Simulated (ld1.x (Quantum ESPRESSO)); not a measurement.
**Configuration tests for Mn (Z = 25) (PAW)**

```
Element                 : manganese (Mn)
Generator               : ld1.x (Quantum ESPRESSO) 7.5
Type                    : PAW
Functional              : LDA (PZ)
Relativity              : scalar-relativistic
Frozen core             : [Ar]
Valence charge          : 7
Reference configuration : 3d5 4s0 4p0 (charge +2)
Partial waves           : 4s (bound, empty): rcut 2.35, rcutus 2.75 bohr; 4s channel at -0.1 Ry: rcut 2.35, rcutus 2.75 bohr; 4p (bound, empty): rcut 2.30, rcutus 2.75 bohr; 4p channel at 2.05 Ry: rcut 2.30, rcutus 2.75 bohr; 3d (bound): rcut 1.20, rcutus 1.60 bohr; 3d channel at 0.8 Ry: rcut 1.20, rcutus 1.60 bohr
Local potential         : all-electron potential smoothed inside 2.40 bohr (lloc = -2)
Core correction         : a·sin(br)/r model core inside 1.35 bohr
Augmentation charge     : PSQ, inside the norm-conserving radii
```

Energies are relative to the spin-unpolarised reference configuration 3d5 4s0 4p0; without spin polarisation the order of configurations can differ from experiment. Spin-polarised rows fill each open shell by Hund’s rule, majority spin first. The frozen-core shift is the all-electron ΔE with the core orbitals held at their reference shape minus the fully relaxed ΔE.

```tsv
valence configuration	charge	ΔE all-electron (eV)	error AE − PS (meV)	frozen-core shift (meV)
3d5 4s2 4p0	0	-24.531	-5.0	+5.3
3d4 4s0 4p0	+3	32.811	-339	n/a
3d5 4s0 4p1	+1	-11.061	+0.1	+0.1
3d6 4s0 4p0	+1	-17.507	-109	+110
3d3 4s0 4p0	+4	83.852	-1915	+1872
3d5 4s0 4p0 (spin-polarised)	+2	-5.471	-22	+21
3d5 4s2 4p0 (spin-polarised)	0	-29.585	-24	+28
```

Task: What are ΔE and the potential's error for 3d5 4s1 4p0?

Result: ΔE = -15.877 eV all-electron; the error (AE − PS) is -1.9 meV.

Task: What are ΔE and the potential's error for 3d5.5 4s1.5 4p0?

Result: ΔE = -25.036 eV all-electron; the error (AE − PS) is -27 meV.
